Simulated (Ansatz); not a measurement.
Consider the redistribution: `C[N](C)[AlH][NH2]` + `COB(O)Br` → `C[O][AlH][NH2]` + `CN(C)B(O)Br`.

Isolated molecules relaxed with PBE0-D4/def2-TZVP in Ansatz; ΔE leaves out vibrations. CCSD(T)/CBS is the MP2 limit (def2-TZVPP, def2-QZVPP) plus CCSD(T) − MP2 in def2-TZVPP, frozen cores. This one scheme is used for every species. DFT in def2-TZVPP. B3LYP here is the variant with VWN-RPA as its local correlation; programs differ in this. For Br outer-core shells are correlated without core-valence functions, which leaves a few kJ/mol of doubt a bond. Scalar relativity is left out up to krypton. Each species was taken in one conformer, which may not be the lowest.

```
             level  ΔE (kJ/mol)  difference from CCSD(T)/CBS
            PBE-D4        -37.5                          4.6
         r2SCAN-D4        -38.4                          3.7
           PBE0-D4        -39.7                          2.4
          B3LYP-D4        -40.1                          2.0
           ωB97X-V        -40.4                          1.7
           ωB97M-V        -39.8                          2.3
            B2PLYP        -41.6                          0.5
               PBE        -38.0                          4.1
            r2SCAN        -38.4                          3.7
              PBE0        -40.1                          2.0
             B3LYP        -40.9                          1.2
     HF/def2-TZVPP        -40.1                          2.0
    MP2/def2-TZVPP        -43.1                         -1.0
SCS-MP2/def2-TZVPP        -42.1                          0.0
   CCSD/def2-TZVPP        -41.0                          1.1
CCSD(T)/def2-TZVPP        -40.3                          1.8
     HF/def2-QZVPP        -40.1                          2.0
    MP2/def2-QZVPP        -44.1                         -2.0
SCS-MP2/def2-QZVPP        -43.1                         -1.0
      HF/CBS(def2)        -40.1                          2.0
     MP2/CBS(def2)        -44.8                         -2.7
    CCSD/CBS(def2)        -42.7                         -0.6
       CCSD(T)/CBS        -42.1                            0
```

Largest T1 diagnostic among the species: 0.011.
